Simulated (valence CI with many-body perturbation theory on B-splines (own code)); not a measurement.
Which ion has this spectrum?

A relativistic CI+MBPT calculation for an atom or ion with 6 electrons gives these levels (Ry):

```tsv
J	Parity	E	g
0	even	0.00	
1	even	42.68	1.48
2	even	43.93	1.15
2	odd	59.06	1.53
1	odd	64.18	1.10
2	even	87.75	1.30
0	even	91.27	
2	odd	100.17	1.55
3	odd	103.05	1.31
0	odd	106.36	
1	odd	107.66	1.30
2	odd	108.41	1.06
1	odd	108.65	1.32
2	even	125.86	1.32
```

The energies are calculated, and their last digits are not significant.

Q: Which is it?
A. Ce52+
B. Pm55+
C. Nd54+
D. Eu57+

A: B. Pm55+, ground level (2s^2 2p1/2^2) J=0.
